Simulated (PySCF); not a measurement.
CrO₃, SMILES [Cr](=[O])(=[O])=[O], multiplicity 1.

Geometry: PBE0-D3(BJ)/def2-SVP. The multiplicity is an assumed one; other spin states were not compared. The isomer is the one that the SMILES or the coordinates give; other isomers of the formula were not compared.

Computed with TDA-ωB97X/def2-SVPD run with PySCF 2.14.0.

Vertical excitations; the highest root listed may be one member of a degenerate set. Isolated molecule, no solvent. State labels are in the subgroup Cs.

| state | symmetry | energy (eV) | λ (nm) | f | main pairs |
|---|---|---|---|---|---|
| S1 | A" | 2.27 | 546 | 0.000 | HOMO→LUMO 98 % |
| S2 | A" | 3.16 | 392 | 0.007 | HOMO−2→LUMO (degenerate set) |
| S3 | A' | 3.16 | 392 | 0.007 | HOMO−1→LUMO (degenerate set) |
| S4 | A' | 3.31 | 375 | 0.000 | HOMO→LUMO+2, HOMO−1→LUMO (degenerate set) |
| S5 | A" | 3.31 | 375 | 0.000 | HOMO→LUMO+1, HOMO−2→LUMO (degenerate set) |
| S6 | A' | 3.41 | 364 | 0.008 | HOMO−3→LUMO 98 % |
| S7 | A" | 4.16 | 298 | 0.000 | HOMO−2→LUMO+1 49 %, HOMO−1→LUMO+2 49 % |
| S8 | A' | 4.20 | 295 | 0.005 | HOMO−2→LUMO+2 49 %, HOMO−1→LUMO+1 48 % |
| S9 | A" | 4.24 | 292 | 0.001 | HOMO−1→LUMO+2, HOMO−2→LUMO+1, HOMO−3→LUMO+2, HOMO→LUMO+1 (degenerate set) |
| S10 | A' | 4.24 | 292 | 0.001 | HOMO−1→LUMO+1, HOMO−2→LUMO+2, HOMO−3→LUMO+1, HOMO→LUMO+2 (degenerate set) |
| T1 | A" | 2.08 | 595 | 0 | HOMO→LUMO 95 % |
| T2 | A" | 2.60 | 477 | 0 | HOMO−2→LUMO, HOMO→LUMO+1 (degenerate set) |
| T3 | A' | 2.60 | 477 | 0 | HOMO−1→LUMO, HOMO→LUMO+2 (degenerate set) |
| T4 | A' | 2.89 | 429 | 0 | HOMO→LUMO+2 63 %, HOMO−2→LUMO+2 11 %, HOMO−1→LUMO+1 11 %, HOMO−1→LUMO 10 % |
Triplets are in the Tamm–Dancoff approximation.
